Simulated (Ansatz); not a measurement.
The lowest doublet and quartet of HSi (SMILES [SiH]); geometries from B3LYP-D3(BJ)/def2-TZVP, each state relaxed from the structure named, with no frequency check.
Doublet at the quartet's geometry (charge 0, multiplicity 2):
```xyz
2

Si     0.000     0.000    -0.100
H      0.000     0.000     1.406
```

A positive gap puts the quartet lower; no zero-point energy. U- takes an unrestricted doublet. The quartet is unrestricted in single-reference levels.

Correlated levels freeze the cores.

Run with Ansatz (an electronic-structure program) with Gaussian orbitals. 

Problem. What gap E(doublet) − E(quartet), vertical, at the quartet's geometry does FCI/cc-pV(D+d)Z give?

Solution. -151 kJ/mol

Problem. Estimate the gap E(doublet) − E(quartet), vertical, at the quartet's geometry that U-HF/cc-pV(D+d)Z returns for this input.

Solution. -93 kJ/mol

Problem. Estimate the gap E(doublet) − E(quartet), vertical, at the quartet's geometry that U-wB97M-V/def2-TZVPP returns for this input.

Solution. -185 kJ/mol
